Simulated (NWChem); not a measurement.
System: CH7GeNO; SMILES [Ge@@H]([NH2])([CH3])[OH]

Input file for NWChem:

```
start job
memory heap 200 mb stack 900 mb global 1100 mb
geometry units angstroms
  C     -1.749163    -0.732248    -0.226984
  Ge    -0.011019     0.094628     0.211215
  N      1.277930    -1.186115     0.261303
  O      0.403076     1.373929    -0.928806
  H     -1.721002    -1.182332    -1.217166
  H     -1.988458    -1.507378     0.492068
  H     -2.542968     0.008596    -0.210914
  H      0.082775     0.849018     1.500654
  H      2.233407    -0.860481     0.263357
  H      1.204599    -1.962147    -0.379665
  H      0.212176     1.234467    -1.853270
end
basis spherical
  * library 6-31g*
end
dft
  xc b3lyp
  iterations 150
end
driver
  maxiter 120
end
task dft optimize
task dft freq
```

NWChem printed, in part:

```
             Northwest Computational Chemistry Package (NWChem) 7.3.0
             --------------------------------------------------------

 C1  symmetry detected

                             Geometry "geometry" -> ""
                             -------------------------

 Output coordinates in angstroms (scale by  1.889725989 to convert to a.u.)

  No.       Tag          Charge          X              Y              Z
 ---- ---------------- ---------- -------------- -------------- --------------
    1 C                    6.0000    -0.09240412     1.84927516    -0.29683836
    2 Ge                  32.0000     0.01680876    -0.03914842     0.26779940
    3 N                    7.0000    -1.46023960    -0.93221874    -0.30224841
    4 O                    8.0000     1.49260243    -0.80553200    -0.31736967
    5 H                    1.0000    -0.10069358     1.92519811    -1.38219361
    6 H                    1.0000    -1.00085483     2.30299423     0.08260955
    7 H                    1.0000     0.75632931     2.41313065     0.07859874
    8 H                    1.0000     0.14245974    -0.30913023     1.73472686
    9 H                    1.0000    -1.41838817    -1.93994897    -0.26094163
   10 H                    1.0000    -1.86901746    -0.66378116    -1.18501962
   11 H                    1.0000     1.78756711    -0.60157708    -1.20163455

 Effective nuclear repulsion energy (a.u.)     312.6152253004

                                Z-matrix (autoz)
                                --------

 Units are Angstrom for bonds and degrees for angles

      Type          Name      I     J     K     L     M      Value
      ----------- --------  ----- ----- ----- ----- ----- ----------
    1 Stretch                  1     2                       1.97405
    2 Stretch                  1     5                       1.08804
    3 Stretch                  1     6                       1.08403
    4 Stretch                  1     7                       1.08593
    5 Stretch                  2     3                       1.81775
    6 Stretch                  2     4                       1.76288
    7 Stretch                  2     8                       1.49685
    8 Stretch                  3     9                       1.00944
    9 Stretch                  3    10                       1.00918
   10 Stretch                  4    11                       0.95421
   11 Bend                     1     2     3               109.59325
   12 Bend                     1     2     4               111.54593
   13 Bend                     1     2     8               117.22585
   14 Bend                     2     1     5               110.64020
   15 Bend                     2     1     6               110.28166
   16 Bend                     2     1     7               110.76814
   17 Bend                     2     3     9               116.35620
   18 Bend                     2     3    10               118.21455
   19 Bend                     2     4    11               118.25939
   20 Bend                     3     2     4               111.25750
   21 Bend                     3     2     8               106.67411
   22 Bend                     4     2     8               100.17291
   23 Bend                     5     1     6               108.27510
   24 Bend                     5     1     7               108.33664
   25 Bend                     6     1     7               108.45986
   26 Bend                     9     3    10               108.55003
   27 Torsion                  1     2     3     9         166.29182
   28 Torsion                  1     2     3    10          34.32256
   29 Torsion                  1     2     4    11         -40.13966
   30 Torsion                  3     2     1     5         -62.80343
   31 Torsion                  3     2     1     6          56.96110
   32 Torsion                  3     2     1     7         177.03858
   33 Torsion                  3     2     4    11          82.57515
   34 Torsion                  4     2     1     5          60.85895
   35 Torsion                  4     2     1     6        -179.37652
   36 Torsion                  4     2     1     7         -59.29903
   37 Torsion                  4     2     3     9          42.46024
   38 Torsion                  4     2     3    10         -89.50903
   39 Torsion                  5     1     2     8         175.48479
   40 Torsion                  6     1     2     8         -64.75068
   41 Torsion                  7     1     2     8          55.32681
   42 Torsion                  8     2     3     9         -65.86165
   43 Torsion                  8     2     3    10         162.16909
   44 Torsion                  8     2     4    11        -164.93000

                           NWChem Geometry Optimization
                           ----------------------------

 maximum gradient threshold         (gmax) =   0.000450
 rms gradient threshold             (grms) =   0.000300
 maximum cartesian step threshold   (xmax) =   0.001800
 rms cartesian step threshold       (xrms) =   0.001200
 fixed trust radius                (trust) =   0.300000
 source of zmatrix                         =   autoz

          -------------------
          Energy Minimization
          -------------------

 Using diagonal initial Hessian
 Scaling for Hessian diagonals: bonds = 1.00  angles = 0.25  torsions = 0.10

          --------
          Step   0

                                 NWChem DFT Module
                                 -----------------

 Summary of "ao basis" -> "ao basis" (spherical)
 ------------------------------------------------------------------------------
       Tag                 Description            Shells   Functions and Types
 ---------------- ------------------------------  ------  ---------------------
 C                           6-31g*                  6       14   3s2p1d
 Ge                          6-31g*                 12       32   5s4p3d
 N                           6-31g*                  6       14   3s2p1d
 O                           6-31g*                  6       14   3s2p1d
 H                           6-31g*                  2        2   2s

            General Information
            -------------------
          SCF calculation type: DFT
          Wavefunction type:  closed shell.
          No. of atoms     :    11
          No. of electrons :    60
           Alpha electrons :    30
            Beta electrons :    30
          Charge           :     0
          Spin multiplicity:     1
          Use of symmetry is: off; symmetry adaption is: off
          Maximum number of iterations: 150
          AO basis - number of functions:    88
                     number of shells:    44
          Convergence on energy requested:  1.00D-06
          Convergence on density requested:  1.00D-05
          Convergence on gradient requested:  5.00D-04

              XC Information
              --------------
                         B3LYP Method XC Potential
                     Hartree-Fock (Exact) Exchange  0.200
                        Slater Exchange Functional  0.800 local
                    Becke 1988 Exchange Functional  0.720 non-local
              Lee-Yang-Parr Correlation Functional  0.810
                  VWN I RPA Correlation Functional  0.190 local

[...]

      ----------------------
      Optimization converged
      ----------------------

  Step       Energy      Delta E   Gmax     Grms     Xrms     Xmax
  ---- ---------------- -------- -------- -------- -------- --------
@   13   -2249.08089408 -2.5D-07  0.00007  0.00002  0.00067  0.00144
                                     ok       ok       ok       ok

                                Z-matrix (autoz)
                                --------

 Units are Angstrom for bonds and degrees for angles

      Type          Name      I     J     K     L     M      Value     Gradient
      ----------- --------  ----- ----- ----- ----- ----- ---------- ----------
    1 Stretch                  1     2                       1.96211    0.00002
    2 Stretch                  1     5                       1.09480   -0.00003
    3 Stretch                  1     6                       1.09379   -0.00003
    4 Stretch                  1     7                       1.09329   -0.00004
    5 Stretch                  2     3                       1.85417    0.00002
    6 Stretch                  2     4                       1.81567   -0.00007
    7 Stretch                  2     8                       1.54317   -0.00004
    8 Stretch                  3     9                       1.01712   -0.00002
    9 Stretch                  3    10                       1.01715    0.00000
   10 Stretch                  4    11                       0.96989   -0.00004
   11 Bend                     1     2     3               107.55146   -0.00001
   12 Bend                     1     2     4               110.74033   -0.00001
   13 Bend                     1     2     8               114.90516    0.00001
   14 Bend                     2     1     5               111.14954   -0.00001
   15 Bend                     2     1     6               109.31520    0.00001
   16 Bend                     2     1     7               109.99040    0.00001
   17 Bend                     2     3     9               112.97801   -0.00000
   18 Bend                     2     3    10               114.27624   -0.00000
   19 Bend                     2     4    11               110.94607    0.00000
   20 Bend                     3     2     4               114.65072    0.00000
   21 Bend                     3     2     8               107.11580   -0.00000
   22 Bend                     4     2     8               101.97623    0.00000
   23 Bend                     5     1     6               108.55188   -0.00000
   24 Bend                     5     1     7               108.67494   -0.00000
   25 Bend                     6     1     7               109.11962   -0.00001
   26 Bend                     9     3    10               108.29623    0.00001
   27 Torsion                  1     2     3     9         178.32816   -0.00001
   28 Torsion                  1     2     3    10          53.90475   -0.00001
   29 Torsion                  1     2     4    11         -52.05043    0.00000
   30 Torsion                  3     2     1     5         -63.07073   -0.00001
   31 Torsion                  3     2     1     6          56.73635   -0.00001
   32 Torsion                  3     2     1     7         176.52697   -0.00001
   33 Torsion                  3     2     4    11          69.85833   -0.00002
   34 Torsion                  4     2     1     5          62.91141   -0.00002
   35 Torsion                  4     2     1     6        -177.28151   -0.00002
   36 Torsion                  4     2     1     7         -57.49089   -0.00002
   37 Torsion                  4     2     3     9          54.69914    0.00001
   38 Torsion                  4     2     3    10         -69.72427    0.00001
   39 Torsion                  5     1     2     8         177.77443   -0.00001
   40 Torsion                  6     1     2     8         -62.41849   -0.00002
   41 Torsion                  7     1     2     8          57.37213   -0.00001
   42 Torsion                  8     2     3     9         -57.64752    0.00000
   43 Torsion                  8     2     3    10         177.92907    0.00000
   44 Torsion                  8     2     4    11        -174.77791   -0.00001

                         Geometry "geometry" -> "geometry"
                         ---------------------------------

 Output coordinates in angstroms (scale by  1.889725989 to convert to a.u.)

[...]

 Rotational Constants
 --------------------
 A=   0.171228 cm-1  (  0.246353 K)
 B=   0.169393 cm-1  (  0.243714 K)
 C=   0.103619 cm-1  (  0.149082 K)

 Temperature                      =   298.15K
 frequency scaling parameter      =   1.0000

 Zero-Point correction to Energy  =   52.704 kcal/mol  (  0.083989 au)
 Thermal correction to Energy     =   57.335 kcal/mol  (  0.091370 au)
 Thermal correction to Enthalpy   =   57.928 kcal/mol  (  0.092314 au)

 Total Entropy                    =   82.898 cal/mol-K
   - Translational                =   40.316 cal/mol-K (mol. weight = 122.9747)
   - Rotational                   =   25.776 cal/mol-K (symmetry #  =        1)
   - Vibrational                  =   16.805 cal/mol-K

 Cv (constant volume heat capacity) =   25.056 cal/mol-K
   - Translational                  =    2.979 cal/mol-K
   - Rotational                     =    2.979 cal/mol-K
   - Vibrational                    =   19.097 cal/mol-K

[normal modes left out]

 ----------------------------------------------------------------------------
 Normal Eigenvalue ||           Projected Infra Red Intensities
  Mode   [cm**-1]  || [atomic units] [(debye/angs)**2] [(KM/mol)] [arbitrary]
 ------ ---------- || -------------- ----------------- ---------- -----------
    1       -0.000 ||    0.000848           0.020         0.827       0.250
    2       -0.000 ||    0.001255           0.029         1.223       0.369
    3       -0.000 ||    0.000402           0.009         0.392       0.118
    4       -0.000 ||    0.001615           0.037         1.574       0.475
    5        0.000 ||    0.000017           0.000         0.017       0.005
    6        0.000 ||    0.000260           0.006         0.254       0.077
    7       95.076 ||    0.000194           0.004         0.189       0.057
    8      162.185 ||    0.021338           0.492        20.801       6.281
    9      186.906 ||    0.013260           0.306        12.926       3.903
   10      211.888 ||    0.011651           0.269        11.358       3.430
   11      238.776 ||    0.093546           2.158        91.194      27.536
   12      257.428 ||    0.073262           1.690        71.419      21.565
   13      581.824 ||    0.034991           0.807        34.111      10.300
   14      591.062 ||    0.142863           3.296       139.270      42.053
   15      620.898 ||    0.056169           1.296        54.756      16.534
   16      661.932 ||    0.104849           2.419       102.212      30.863
   17      679.826 ||    0.055151           1.272        53.764      16.234
   18      739.240 ||    0.000795           0.018         0.775       0.234
   19      831.984 ||    0.066756           1.540        65.077      19.650
   20      852.111 ||    0.047484           1.095        46.290      13.977
   21      921.441 ||    0.032535           0.751        31.717       9.577
   22      958.032 ||    0.129338           2.984       126.085      38.072
   23     1309.772 ||    0.009735           0.225         9.490       2.866
   24     1497.781 ||    0.003100           0.072         3.022       0.913
   25     1498.138 ||    0.003139           0.072         3.060       0.924
   26     1623.629 ||    0.027385           0.632        26.697       8.061
   27     2145.880 ||    0.132159           3.049       128.835      38.902
   28     3063.081 ||    0.005446           0.126         5.310       1.603
   29     3142.869 ||    0.010702           0.247        10.433       3.150
   30     3156.977 ||    0.007745           0.179         7.550       2.280
   31     3500.031 ||    0.003844           0.089         3.748       1.132
   32     3597.783 ||    0.005161           0.119         5.031       1.519
   33     3757.777 ||    0.024086           0.556        23.481       7.090
 ----------------------------------------------------------------------------
```

Level: B3LYP/6-31G* (spherical d).
